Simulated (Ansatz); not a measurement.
Stepwise reaction of `[SH][Ge]([SH])([Cl])[Cl]` with hydrogen chloride, as a gas-phase model of exchange steps in deposition or etching. ΔE in kJ/mol; ΔG adds harmonic PBE0-D4 terms to CCSD(T)/CBS, at 1 bar.

Program: Ansatz. Geometries: PBE0-D4/def2-TZVP. ΔE: electronic, gas phase. CCSD(T)/CBS is the MP2 limit (def2-TZVPP, def2-QZVPP) plus CCSD(T) − MP2 in def2-TZVPP, frozen cores. This one scheme is used for every species. DFT in def2-TZVPP. B3LYP here is the variant with VWN-RPA as its local correlation; programs differ in this. For Ge outer-core shells are correlated without core-valence functions, which leaves a few kJ/mol of doubt a bond. Scalar relativity is left out up to krypton. Each species was taken in one conformer, which may not be the lowest.

```json
{"step": "1", "reaction": "`[SH][Ge]([SH])([Cl])[Cl]` + HCl → `[SH][Ge]([Cl])([Cl])[Cl]` + H₂S", "PBE-D4": "-14.3", "B3LYP-D4": "-18.5", "ωB97M-V": "-20.3", "CCSD(T)/CBS": "-16.6", "ΔG(600 K)": "-22.9"}
```

(1) Give the row of step 2, `[SH][Ge]([Cl])([Cl])[Cl]` + HCl → `[Cl][Ge]([Cl])([Cl])[Cl]` + H₂S. (Best estimate.)

(2) By hand: ΔE of the 2 steps together at CCSD(T)/CBS.

## Answers

(1) Computed: 
```json
{"step": "2", "reaction": "`[SH][Ge]([Cl])([Cl])[Cl]` + HCl → `[Cl][Ge]([Cl])([Cl])[Cl]` + H₂S", "PBE-D4": "-12.1", "B3LYP-D4": "-15.8", "ωB97M-V": "-17.8", "CCSD(T)/CBS": "-14.3", "ΔG(600 K)": "-3.3"}
```

(2) (-16.6) + (-14.3) = -30.9 kJ/mol, or -15.5 kJ/mol a step.

In ΔE the steps differ by no more than 2.3 kJ/mol. All are downhill at CCSD(T)/CBS. ΔG lies between -22.9 and -3.3 kJ/mol a step. PBE-D4 differs from CCSD(T)/CBS by 2.2 to 2.3 kJ/mol a step. Isolated molecules leave out the surface, adducts and barriers. Largest T1 diagnostic: 0.010.
